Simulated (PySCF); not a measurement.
GaF₂I, SMILES [F][Ga]([F])[I]. Atoms are numbered in the order given.

```xyz
4

Ga     0.0000     0.0000    -1.1120
F      0.0000     1.4702    -2.0488
F      0.0000    -1.4702    -2.0488
I      0.0000     0.0000     1.3462
```
Charge 0, spin multiplicity 1.

Geometry: B3LYP-D3(BJ)/def2-SVP. The def2 effective core potentials stand for the cores of I; spin–orbit coupling is left out.

Calculation: IEF-PCM-M06-2X/def2-SVP (PySCF).

The values are the electrostatic part of the solvation free energy, E(continuum) − E(gas) at the gas-phase geometry, in a cavity of scaled van der Waals radii (PySCF's table); cavitation and dispersion terms are not included. A continuum can't describe solvent molecules that bind to the metal. In vacuum the orbital gap is 8.20 eV. The dipole moment in vacuum is 1.82 D.

### Question
Estimate the values in water (ε = 78.36), N,N-dimethylformamide (ε = 37.22), chloroform (ε = 4.71). (The exact figures need the calculation; the answer reports its results.)

### Answer

```json
[
 {"solvent": "water", "ε": "78.36", "ΔG(elec) (kcal/mol)": "-7.8", "dipole (D)": "1.92", "gap (eV)": "8.27"},
 {"solvent": "N,N-dimethylformamide", "ε": "37.22", "ΔG(elec) (kcal/mol)": "-7.6", "dipole (D)": "1.92", "gap (eV)": "8.27"},
 {"solvent": "chloroform", "ε": "4.71", "ΔG(elec) (kcal/mol)": "-5.5", "dipole (D)": "1.92", "gap (eV)": "8.24"}
]
```
